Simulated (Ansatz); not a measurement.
**Ligand exchange: CH3Na + C2H4ClI → NaI + C3H7Cl**

Species: CH3Na `[CH3][Na]`, singlet; C2H4ClI `CC(Cl)I`, singlet; NaI (Sodium Iodide), singlet; C3H7Cl (2-chloropropane) `CC(C)Cl`, singlet. The partners trade CH3 for I: Na–CH3 and C–I bonds give way to Na–I and C–CH3.

Shapes, held fixed at every level: PBE0-D4/def2-TZVP. Programs: Ansatz 0.2.0. The zero-point and thermal change to 298 K, harmonic and unscaled (PBE0-D4/def2-TZVP), is +13.9 kJ/mol.

| level | kind | ΔH(298 K) (kJ/mol) | less CCSD(T)/def2-TZVPP |
| --- | --- | --- | --- |
| SPW92/def2-TZVPP | LDA | -298.3 | +17.5 |
| BHLYP-D4/def2-TZVPP | global hybrid | -337.3 | -21.5 |
| r2SCAN0-D4/def2-TZVPP | global hybrid | -340.5 | -24.7 |
| MP2/def2-SVP | perturbation theory | -356.3 | -40.5 |
| MP2/def2-TZVPP | perturbation theory | -315.4 | +0.4 |
| CCSD/def2-SVP | coupled cluster or CI | -360.1 | -44.3 |
| CCSD/def2-TZVPP | coupled cluster or CI | -326.7 | -10.9 |
| CCSD(T)/def2-TZVPP | coupled cluster or CI | -315.8 | 0.0 |

The highest level, CCSD(T)/def2-TZVPP, gives ΔH(298 K) = -315.8 kJ/mol; the levels span -360.1 to -298.3. The column of differences is taken from that level and isn't an error. No measured value is set beside it here. For atoms past krypton def2 sets carry core potentials with scalar relativity. Outer-core shells of I, Na are correlated, in sets that cover them unevenly.
